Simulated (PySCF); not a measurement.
PySCF job for C2H3BF2O, SMILES B(F)(O)/C=C/F, IEF-PCM-M06-2X/def2-SVP. Geometry optimised at PBE0-D3(BJ)/def2-SVP. The structure was generated by enumeration; whether it is a known compound was not checked. Other conformers were not sampled.

```python
import numpy as np
from pyscf import gto, scf, dft
from pyscf.solvent import pcm

mol = gto.M(
    atom='''
    O    -0.76663222    2.20548200    0.00000000
    B    -0.01664817    1.08294792    0.00000000
    F     1.30585719    1.25963414    0.00000000
    C    -0.58664458   -0.36062920   -0.00000000
    C     0.24685836   -1.40295301   -0.00000000
    F    -0.16286937   -2.66010341    0.00000000
    H    -1.71128951    2.02866684   -0.00000000
    H    -1.65993151   -0.58021003    0.00000000
    H     1.33934668   -1.32133569   -0.00000000
    ''',
    basis='def2-SVP',
    charge=0,
    spin=0,
    max_memory=1600,
    verbose=3,
)
mf = dft.RKS(mol, xc='m06-2x').density_fit(auxbasis='def2-universal-jkfit')
mf.grids.level = 4
mf.conv_tol = 1e-9
mf.max_cycle = 100
mf.kernel()
res = {}
for name, eps in {'water': 78.355, 'diethylether': 4.24, 'tetrahydrofuran': 7.4257}.items():
    s = mf.PCM()
    s.with_solvent.method, s.with_solvent.eps, s.with_solvent.lebedev_order = 'IEF-PCM', eps, 29
    s.kernel(mf.make_rdm1())
    res[name] = (s.e_tot, eps, s.dip_moment(), s.mo_energy, s.converged)
    print(f'{name}: electrostatic solvation free energy {(s.e_tot - mf.e_tot) * 627.509474:.3f} kcal/mol')
```

Output:

```
converged SCF energy = -377.452759859711

WARN: PCM is an experimental feature. It is still in testing.
Features and APIs may be changed in the future.

converged SCF energy = -377.462886465542
Dipole moment(X, Y, Z, Debye): -2.23553, -0.50148,  0.00000
water: electrostatic solvation free energy -6.355 kcal/mol

WARN: PCM is an experimental feature. It is still in testing.
Features and APIs may be changed in the future.

converged SCF energy = -377.459569711858
Dipole moment(X, Y, Z, Debye): -2.09188, -0.49342,  0.00000
diethylether: electrostatic solvation free energy -4.273 kcal/mol

WARN: PCM is an experimental feature. It is still in testing.
Features and APIs may be changed in the future.

converged SCF energy = -377.460956414937
Dipole moment(X, Y, Z, Debye): -2.15077, -0.49706,  0.00000
tetrahydrofuran: electrostatic solvation free energy -5.143 kcal/mol
```

The calculation finished and met its thresholds.

Cost: roughly 100 core-seconds.
